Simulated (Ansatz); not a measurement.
Program: Ansatz. Geometries: PBE0-D4/def2-TZVP. ΔE: electronic, gas phase. CCSD(T)/CBS is the MP2 limit (def2-TZVPP, def2-QZVPP) plus CCSD(T) − MP2 in def2-TZVPP, frozen cores. Functionals use def2-TZVPP. B3LYP here is the variant with VWN-RPA as its local correlation; programs differ in this. def2 core potentials past Kr. For I outer-core shells are correlated without core-valence functions, which leaves a few kJ/mol of doubt a bond. One conformer a species, not always the lowest.

`C[SiH](I)CF` + `OB(S)Cl` → `CSB(O)Cl` + `FC[SiH2]I`  (substitution at a C–Si bond)

**Question.** Is it downhill or uphill in electronic energy at CCSD(T)/CBS, and by how much? (Estimate.)

**Answer.** The calculation gave: Uphill: ΔE = +15.1 kcal/mol.

**Question.** What do these levels give: PBE0-D4, B3LYP, CCSD/def2-TZVPP, CCSD(T)/def2-TZVPP, HF/def2-QZVPP, MP2/def2-QZVPP? (Best estimate.)

**Answer.** Computed: PBE0-D4 14.8, B3LYP 14.2, CCSD/def2-TZVPP 15.4, CCSD(T)/def2-TZVPP 15.3, HF/def2-QZVPP 14.0, MP2/def2-QZVPP 15.6 kcal/mol.

Largest T1 diagnostic among the species: 0.012.

In def2-TZVPP, CCSD(T) changes the Hartree–Fock value by +1.2 kcal/mol (the triples alone add −0.1 kcal/mol) and MP2 by +1.6 kcal/mol.
